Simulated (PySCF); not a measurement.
# Bond length, frequency and bond energy of TlO by level of theory

State: ²Π (doublet), unpaired electrons π ↑. Set-up: Tl cc-pVDZ-PP with ECP60, O cc-pVDZ; scalar-relativistic core potentials (PySCF 2.14). De refers to Tl + O in their high-spin ground configurations, without counterpoise correction. The functionals are run spin-unrestricted. A positive dipole means Tl(−)O(+).

```json
{"Level": "UHF", "Re (Å)": "2.185", "ωe (cm⁻¹)": "489", "De (eV)": "1.09", "μ (D)": "-3.78", "CPU s a point (SCF and correlation, without the integrals)": "0.068"}
{"Level": "UHF-MP2", "Re (Å)": "2.185", "ωe (cm⁻¹)": "491", "De (eV)": "2.57", "μ (D)": "n/a", "CPU s a point (SCF and correlation, without the integrals)": "0.11"}
{"Level": "UHF-SCS-MP2", "Re (Å)": "2.191", "ωe (cm⁻¹)": "486", "De (eV)": "2.51", "μ (D)": "n/a", "CPU s a point (SCF and correlation, without the integrals)": "n/a"}
{"Level": "UHF-CCSD", "Re (Å)": "2.193", "ωe (cm⁻¹)": "480", "De (eV)": "2.39", "μ (D)": "n/a", "CPU s a point (SCF and correlation, without the integrals)": "n/a"}
{"Level": "UHF-CCSD(T)", "Re (Å)": "2.199", "ωe (cm⁻¹)": "473", "De (eV)": "2.50", "μ (D)": "n/a", "CPU s a point (SCF and correlation, without the integrals)": "2.5"}
{"Level": "PBE", "Re (Å)": "2.218", "ωe (cm⁻¹)": "451", "De (eV)": "3.42", "μ (D)": "-2.86", "CPU s a point (SCF and correlation, without the integrals)": "0.46"}
{"Level": "PW91", "Re (Å)": "2.215", "ωe (cm⁻¹)": "453", "De (eV)": "3.46", "μ (D)": "-2.87", "CPU s a point (SCF and correlation, without the integrals)": "0.38"}
{"Level": "r²SCAN", "Re (Å)": "2.197", "ωe (cm⁻¹)": "472", "De (eV)": "3.20", "μ (D)": "-3.03", "CPU s a point (SCF and correlation, without the integrals)": "0.7"}
{"Level": "TPSSh", "Re (Å)": "2.202", "ωe (cm⁻¹)": "469", "De (eV)": "3.07", "μ (D)": "-3.08", "CPU s a point (SCF and correlation, without the integrals)": "0.75"}
{"Level": "PBE0", "Re (Å)": "2.191", "ωe (cm⁻¹)": "477", "De (eV)": "2.97", "μ (D)": "-3.20", "CPU s a point (SCF and correlation, without the integrals)": "0.65"}
{"Level": "HSE06", "Re (Å)": "2.193", "ωe (cm⁻¹)": "477", "De (eV)": "2.98", "μ (D)": "-3.18", "CPU s a point (SCF and correlation, without the integrals)": "0.72"}
{"Level": "M06-2X", "Re (Å)": "2.194", "ωe (cm⁻¹)": "481", "De (eV)": "2.86", "μ (D)": "-3.59", "CPU s a point (SCF and correlation, without the integrals)": "0.72"}
```

The bond length runs from 2.185 Å (UHF) to 2.218 Å (PBE). De spans 1.09 eV (UHF, mean field) to 3.46 eV (PW91, GGA). Correlation at CCSD(T) changes the Hartree–Fock bond energy by +1.41 eV; the triples alone change it by +0.11 eV.

Correlated steps freeze 5 core orbitals. Correlated levels converge slowly with the basis: in double zeta they bind strong bonds too weakly, by up to about 1 eV, and carry superposition errors of some tenths. These are scalar-relativistic numbers at best; spin–orbit coupling would shift them, the dissociation energy most. The state was picked by a PBE0 search and need not be the measured ground state.

The whole job (state search and all levels along the bond) took about 1.5 min on 1 thread of Arm Neoverse V1 (shared host), peak memory 0.42 GiB.
